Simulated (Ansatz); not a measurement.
`F[SiH]1BC1` + HI → `I[SiH]1BC1` + H–F at 400 K and 1 bar (ligand exchange at the Si–F bond).

Calculated with Ansatz (gas phase, PBE0-D4/def2-TZVP geometries, no zero-point term in ΔE). CCSD(T)/CBS is the MP2 limit (def2-TZVPP, def2-QZVPP) plus CCSD(T) − MP2 in def2-TZVPP, frozen cores. This one scheme is used for every species. Elements past krypton have def2 core potentials. For I outer-core shells are correlated without core-valence functions, which leaves a few kJ/mol of doubt a bond.

```csv
species,CCSD(T)/CBS energy (Eh),H − E (kJ/mol),S (J/(mol·K))
`F[SiH]1BC1`,-454.11214,154.1,323.8
HI,-298.03592,25.7,215.0
`I[SiH]1BC1`,-651.74575,151.8,359.8
H–F,-100.39570,36.5,182.2
```

H − E and S are ideal-gas, rigid-rotor, harmonic terms from PBE0-D4/def2-TZVP, for one conformer and one mirror image of each species. 1 Eh = 2625.50 kJ/mol, R = 8.31446 J/(mol·K).

Problem. By hand: ΔE, ΔH, ΔS and ΔG.

Solution. ΔE = (-651.74575) + (-100.39570) − (-454.11214) − (-298.03592) = 0.00661 Eh = 17.4 kJ/mol. Δ(H − E) = 151.8 + 36.5 − 154.1 − 25.7 = 8.5, so ΔH = 25.9 kJ/mol. ΔS = 359.8 + 182.2 − 323.8 − 215.0 = 3.2 J/(mol·K). ΔG = 25.9 − 400 × (3.2)/1000 = 24.6 kJ/mol.

Problem. By hand: the equilibrium constant, and the temperature at which ΔG would vanish if ΔH and ΔS stayed fixed.

Solution. log₁₀ K = −ΔG/(RT ln 10) = -3.2. ΔG = 0 at ΔH/ΔS = 8094 K, far beyond where these terms or the molecules hold.

The number of gas molecules stays the same, so ΔS is small and ΔH decides. A doubt of 5 kJ/mol in ΔE shifts log₁₀ K by 0.7 here. Other conformers and mirror images would add mixing entropy, several J/(mol·K) or more a flexible species. These are equilibria of isolated gas molecules and say nothing of rates. Largest T1 diagnostic: 0.014 (customary marks: 0.02 for closed shells, 0.045 for open ones).
